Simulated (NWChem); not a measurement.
System: C3H3 cation

```xyz
6

C      0.0000     0.0000    -1.3389
C      0.0000     0.0000    -0.1036
C      0.0000     0.0000     1.2444
H      0.0000     0.0000    -2.4262
H      0.0000     0.9468     1.8075
H      0.0000    -0.9468     1.8075
```
Atoms are numbered in this order, from 1.

All runs: NWChem. Medium grid unless said otherwise, to which SCAN and Minnesota functionals are sensitive. The geometry was optimised at PBE0/def2-SVP. B3LYP is NWChem's, with the RPA form of VWN correlation.

### Question
Order these by “orbital gap (eV)”, lowest first: PBE/def2-SVP; LC-BLYP (range parameter 0.33 per bohr)/def2-SVP; M06/def2-SVP.

### Answer
PBE/def2-SVP (2.02), M06/def2-SVP (4.51), LC-BLYP (range parameter 0.33 per bohr)/def2-SVP (8.75)
